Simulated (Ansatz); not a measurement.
Geometry optimisation, RKS r2SCAN/def2-SVP in Ansatz.

The input (input.yaml):

```yaml
crystal:
  periodic: [false, false, false]
  atoms:
    - { symbol: Si, position_ang: [-1.193915, -0.777399, -0.768338] }
    - { symbol: C, position_ang: [1.212128, 0.638958, 0.767207] }
    - { symbol: F, position_ang: [0.20951, -0.991448, -1.516123] }
    - { symbol: F, position_ang: [-1.061335, -1.210325, 0.771331] }
    - { symbol: H, position_ang: [-2.204943, -1.628242, -1.416767] }
    - { symbol: H, position_ang: [0.842055, 1.089992, -0.146547] }
    - { symbol: Br, position_ang: [-1.843116, 1.395594, -0.929494] }
    - { symbol: H, position_ang: [0.424659, 0.629118, 1.529874] }
    - { symbol: H, position_ang: [2.05764, 1.237292, 1.13493] }
    - { symbol: H, position_ang: [1.557418, -0.38344, 0.573728] }
basis:
  gaussian: { orbitals: def2-SVP }
hamiltonian:
  xc: r2scan
relax:
  f_tol: 0.03
  max_steps: 50
```

Launched with:

```bash
$ ansatz run input.yaml --threads 4 --pin off --max-ram 5120MiB --backend cpu --events-out ev --progress --plain --runs-dir out
```

Q: Where does it end, and by what steps?

A: The forces met the threshold. The force dipped under the threshold on the way, but the program's further checks kept it going. After 16 steps the energy has fallen by 0.184 eV; H10 moved furthest, 0.64 Å.

```tsv
step	energy less start (eV)	largest force component (eV/Å)	accepted
0	0.0000	1.030	yes
1	-0.1580	0.279	yes
2	-0.1600	0.458	yes
3	-0.1747	0.107	yes
4	-0.1766	0.032	yes
5	-0.1776	0.015	yes
6	-0.1781	0.068	yes
7	-0.1788	0.075	yes
8	-0.1794	0.155	yes
9	-0.1808	0.095	yes
10	-0.1822	0.068	yes
11	-0.1817	0.196	no
12	-0.1774	0.414	no
13	-0.1829	0.016	yes
14	-0.1834	0.044	yes
15	-0.1837	0.035	yes
16	-0.1839	0.010	yes
```

```xyz
10
Properties=species:S:1:pos:R:3
Si -1.494 -0.841 -0.839
C 1.495 0.716 0.835
F 0.002 -1.066 -1.381
F -1.488 -1.130 0.743
H -2.407 -1.783 -1.506
H 1.181 1.355 -0.002
Br -2.086 1.241 -1.188
H 0.610 0.296 1.332
H 2.069 1.314 1.555
H 2.118 -0.102 0.451
```

Whether the end is a true minimum wasn't checked by a vibrational analysis.

The run took 68 s on 4 threads of Arm Neoverse N1, with other jobs on the host, peak memory 0.21 GiB.
